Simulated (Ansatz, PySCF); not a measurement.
System: SnH (charge 0, doublet). SMILES: [SnH]
Geometry: optimised at B3LYP-D3(BJ)/def2-TZVP (Ansatz, an electronic-structure program).

Property: atomisation energy, in kcal/mol. Terms: spin-orbit terms left out; atomisation electronic, to ground-state atoms; STO-3G and 3-21G all-electron and non-relativistic; LANL2DZ with its own core potentials from Na on; frozen cores in correlated levels (noble-gas shells and the d and f shells of earlier blocks); six Cartesian d functions in 6-31G* and its kin unless marked 5d; def2 sets with scalar-relativistic core potentials past Kr; UHF or UKS for open shells. Ab initio and DFT rows: single points at B3LYP-D3(BJ) geometries (Ansatz).

| level | program | atomisation energy (kcal/mol) |
|---|---|---|
| PBE/STO-3G | Ansatz | 96.4 |
| PBE/def2-SVP | Ansatz | 60.2 |
| PBE/6-31G* with LANL2DZ past Ar | Ansatz | 59.3 |
| BP86/6-31G* with LANL2DZ past Ar (5d) | PySCF | 63.5 |
| B3LYP/STO-3G | Ansatz | 97.6 |
| B3LYP/3-21G | Ansatz | 62.0 |
| MP2/STO-3G | Ansatz | 77.1 |
| MP2/3-21G | Ansatz | 45.3 |
| MP2/LANL2DZ | Ansatz | 45.5 |
| B3LYP-D3(BJ)/def2-TZVPD | Ansatz + dftd3 | 64.0 |
| B2PLYP-D3(BJ)/def2-TZVPD | Ansatz + dftd3 | 61.0 |

No value to compare with is used here. The 9 habitual levels span 45.3 (MP2/3-21G) to 97.6 kcal/mol (B3LYP/STO-3G); B2PLYP-D3(BJ)/def2-TZVPD gives 61.0.

The levels are drawn from those run, B3LYP/6-31G* more often than the rest, none by its result; runs whose electronic state is in doubt are left out.
